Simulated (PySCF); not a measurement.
A series of related molecules.

All values: B3LYP/def2-SVPD (PySCF) at PBE0-D3(BJ)/def2-SVP geometries, gas phase, one conformer each. Core orbitals are frozen in the response; Δα² is half the sum of the squared differences of the principal polarisabilities.

Task: Rank by mean static polarisability, highest first.
A. `[SiH3]O/C=C/N1CCCC1`
B. `O=C/C=C/O[SiH3]`
C. `C/C=C/O[SiH3]`
D. `FC(F)(F)S/C=C/O[SiH3]`

Result: A (17.11 Å³), D (13.75 Å³), B (11.29 Å³), C (10.40 Å³).

Task: Rank by vertical ionisation energy (ΔSCF), lowest first.
A. `O(/C=C/SC)[SiH3]`
B. `C/C=C/O[SiH3]`
C. `FC(F)(F)S/C=C/O[SiH3]`
D. `[SiH3]O/C=C/N1CCCC1`

Result: D (6.76 eV), A (7.73 eV), B (8.69 eV), C (9.38 eV).

Task: Rank by dipole moment, highest first.
A. `[F:1][C:2]([F:3])([F:4])[S:5]/[CH:6]=[CH:7]/[O:8][SiH3:9]` with C2–S5–C6–C7 97°, C6–C7–O8–Si9 1°
B. `[CH3:1][S:2]/[CH:3]=[CH:4]/[O:5][SiH3:6]` with C1–S2–C3–C4 -1°, C3–C4–O5–Si6 -2°
C. `[O:1]=[CH:2]/[CH:3]=[CH:4]/[O:5][SiH3:6]` with O1–C2–C3–C4 0°, C3–C4–O5–Si6 170°
D. `[SiH3:1][O:2]/[CH:3]=[CH:4]/[N:5]1[CH2:6][CH2:7][CH2:8][CH2:9]1` with Si1–O2–C3–C4 8°, C3–C4–N5–C6 166°, C4–N5–C6–C7 -156°, N5–C6–C7–C8 -28°, C6–C7–C8–C9 38°, C7–C8–C9–N5 -33°

Result: C (3.56 D), A (3.08 D), D (2.42 D), B (0.68 D).

All values together:

```
               SMILES     formula  μ (D)  HOMO (eV)  LUMO (eV)  α (Å³)  Δα (Å³)  electrons  α per electron (Å³)  ΔSCF removal energy (eV)
  [SiH3]O/C=C/N1CCCC1   C6H13NOSi   2.42      -4.84       0.21   17.11     8.31         78                0.219                      6.76
FC(F)(F)S/C=C/O[SiH3]  C3H5F3OSSi   3.08      -7.29      -0.97   13.75     6.58         88                0.156                      9.38
        C/C=C/O[SiH3]     C3H8OSi   0.76      -6.40       0.02   10.40     4.50         48                0.217                      8.69
       CS/C=C/O[SiH3]    C3H8OSSi   0.68      -5.63      -0.11   13.70     7.15         64                0.214                      7.73
      O=C/C=C/O[SiH3]    C3H6O2Si   3.56      -7.05      -1.85   11.29     7.34         54                0.209                         –
```

Conformers: `[SiH3:1][O:2]/[CH:3]=[CH:4]/[N:5]1[CH2:6][CH2:7][CH2:8][CH2:9]1` with Si1–O2–C3–C4 8°, C3–C4–N5–C6 166°, C4–N5–C6–C7 -156°, N5–C6–C7–C8 -28°, C6–C7–C8–C9 38°, C7–C8–C9–N5 -33°; `[F:1][C:2]([F:3])([F:4])[S:5]/[CH:6]=[CH:7]/[O:8][SiH3:9]` with C2–S5–C6–C7 97°, C6–C7–O8–Si9 1°; `[CH3:1]/[CH:2]=[CH:3]/[O:4][SiH3:5]` with C2–C3–O4–Si5 -2°; `[CH3:1][S:2]/[CH:3]=[CH:4]/[O:5][SiH3:6]` with C1–S2–C3–C4 -1°, C3–C4–O5–Si6 -2°; `[O:1]=[CH:2]/[CH:3]=[CH:4]/[O:5][SiH3:6]` with O1–C2–C3–C4 0°, C3–C4–O5–Si6 170°.

A dash marks a removal energy that wasn't run or isn't settled.
